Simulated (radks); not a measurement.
Coherent X-ray form factor from a spherical all-electron density. Calculated with a radial shooting solver on a logarithmic mesh with Libxc functionals: Dirac Kohn-Sham, PBE, spin-unpolarised, spherical densities, point nucleus.

sin(theta)/lambda (1/angstrom),f0 (electrons)
0.05,45.464
0.1,43.947
0.15,41.691
0.2,39.000
0.25,36.159
0.3,33.384
0.4,28.515
0.5,24.786
0.6,22.054
0.8,18.394
1,15.686
1.25,12.669
1.5,10.103
2,6.882

The species is in the configuration that NIST lists as its ground one. Which atom or ion scatters so?

Answer. The cadmium ion Cd2+, [Kr] 4d10. Extrapolating in s^2 from the first two rows gives f0(0) = 46.0, near the electron count 46; among species with that count, the fall with angle is slower the higher Z, and the table is that of Z = 48; from so few rows the species is fixed only to a neighbour or two.
